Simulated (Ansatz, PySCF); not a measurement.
Noncovalent pair: CH4O (SMILES CO) (first 6 atoms) with C2H3N (SMILES CC#N); geometry from B3LYP-D3(BJ)/def2-TZVP, rigid monomers moved along the line of their centres of mass till H6···N9 is 3.64 Å.
(charge 0, multiplicity 1):
```csv
atom,x (Å),y (Å),z (Å)
C,-0.5814,0.1871,-0.7437
O,0.2525,-0.7388,-0.0773
H,-1.6344,0.0862,-0.4514
H,-0.5057,-0.0139,-1.8130
H,-0.2743,1.2262,-0.5693
H,0.1926,-0.5650,0.8728
C,-0.2963,0.6647,6.9725
C,-0.1864,0.3843,5.5512
N,-0.0990,0.1620,4.4287
H,-0.4956,1.7248,7.1299
H,-1.1105,0.0837,7.4058
H,0.6333,0.4014,7.4774
```

Monomers are frozen at their geometry in the pair; levels with a basis set take the counterpoise correction.

Cores are frozen in the correlated methods.

Run with Ansatz (a first-principles code) with Gaussian orbitals; PySCF for the dispersion terms. Each number belongs to the level named beside it.

PBE/def2-TZVPPD gives -1.46 kcal/mol for the interaction energy.

Task: How do the other levels lie against it? Give each less PBE: PBE-D3(BJ)/def2-TZVPPD, r2SCAN/def2-TZVPPD, PBE0/def2-TZVPPD, wB97M-V/def2-TZVPPD, MP2/aug-cc-pVDZ, CCSD(T)/aug-cc-pVDZ.

Result: PBE-D3(BJ)/def2-TZVPPD -0.14; r2SCAN/def2-TZVPPD 0.03; PBE0/def2-TZVPPD 0.02; wB97M-V/def2-TZVPPD -0.07; MP2/aug-cc-pVDZ -0.10; CCSD(T)/aug-cc-pVDZ -0.07 kcal/mol. 2 of 6 lie above PBE; the widest gap is to PBE-D3(BJ)/def2-TZVPPD.
